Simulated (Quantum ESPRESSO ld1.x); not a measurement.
Task: Pd3+, configuration [Kr] 4d7. Method: scalar-relativistic Kohn-Sham, relativistic LDA (MacDonald-Vosko exchange, VWN5 correlation), spin-unpolarised, spherical densities, point nucleus; computed with ld1.x of Quantum ESPRESSO 7.5. Some entries of the table are withheld. Estimate them.

orbital  occ.  eigenvalue (hartree)  r(max) (bohr)  <1/r> (bohr^-1)
1s          2                   (1)          0.021              (2)
2s          2              -130.659          0.118            10.91
2p          6              -117.504          0.093            10.56
3s          2              -24.8009          0.344            3.815
3p          6              -20.4575          0.335            3.639
3d         10              -13.5104          0.281            3.417
4s          2              -4.62330          0.848            1.470
4p          6              -3.36045          0.904            1.326
4d          7              -1.53928           1.06            1.016

Result: 
(1) 1s eigenvalue (hartree): -884.705
(2) 1s <1/r> (bohr^-1): 48.06
